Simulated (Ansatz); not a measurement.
The molecule ScH, multiplicity 3 (not the ground state: that is measured with 2S+1 = 1). No spin–orbit coupling. Sc is treated without relativity.

Seven points along R, fitted to fifth degree in 1/R; most abundant isotopes. Runs in def2 and cc sets follow the lowest solution found near the PBE0 minimum.

Correlated levels freeze the inner cores; with def2 sets outer-core shells near the valence are correlated too.

Run with Ansatz (a program for electronic structure) with Gaussian orbitals. Values without a source in brackets are computed.

Problem. What bond length and harmonic frequency does PBE0/def2-TZVPP give?

Solution. r_e = 1.849 Å, ω_e = 1479 cm⁻¹.

Problem. What bond length and harmonic frequency does wB97X-V/def2-TZVPP give?

Solution. r_e = 1.862 Å, ω_e = 1482 cm⁻¹.

Problem. What bond length and harmonic frequency does CCSD(T)/def2-TZVPP give?

Solution. r_e = 1.881 Å, ω_e = 1459 cm⁻¹.
